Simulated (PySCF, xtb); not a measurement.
Zn(OH)(SH) (H2OSZn), SMILES [Zn]([OH])[SH]. One conformer was computed; it need not be the lowest.

Harmonic wavenumbers (cm⁻¹) from xtb with GFN2-xTB at its own minimum, in rising order: 78, 109, 246, 292, 469, 606, 627, 2485, 3695.

Question: What does PBE0-D3(BJ)/def2-TZVP (PySCF) give at its own minimum? (An estimate is asked for; the answer gives what the named calculation found.)

Answer: 128, 134, 162, 391, 661, 690, 758, 2703, 3911. Paired by order, the mean absolute difference is 122 cm⁻¹ and the zero-point energies are 12.3 and 13.6 kcal/mol.
